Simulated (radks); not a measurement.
Charge is removed step by step from the 5p down level of Pt, starting from [Kr] 4d10 4f14 5s2 5p(up 3, down 3) 5d9 6s1. Calculated with a radial shooting solver on a logarithmic mesh with Libxc functionals: scalar-relativistic Kohn-Sham, LDA (Slater exchange, Perdew-Wang correlation), spin-polarised, spherical densities, finite nucleus; open shells are filled with parallel spins first (spin-orbit coupling, left out, can overturn this in heavy ions); Fermi nuclear charge, rms radius 5.427 fm.

removed (e)  E - E(0) (eV)  eigenvalue (eV)  E minus straight line (eV)
0                    0.000          -55.954                       0.000
0.1                  5.645          -57.078                      -0.542
0.2                 11.403          -58.230                      -0.969
0.3                 17.278          -59.408                      -1.281
0.4                 23.271          -60.611                      -1.473
0.5                 29.387          -61.838                      -1.544
0.6                 35.626          -63.087                      -1.491
0.7                 41.990          -64.357                      -1.312
0.8                 48.483          -65.647                      -1.005
0.9                 55.106          -66.957                      -0.569
1                   61.861          -68.286                       0.000

Removing the whole electron costs 61.861 eV by Delta-SCF, against 55.954 eV from minus the eigenvalue at the starting occupation. Slater's transition state (half an electron removed) gives 61.838 eV. Integrating minus the eigenvalue over the occupation (Janak's theorem) gives 61.931 eV. In this scalar-relativistic scheme the density is built from large components alone, so the theorem holds only approximately. The mean slope of the eigenvalue, de/dn, is 12.3 eV per electron.
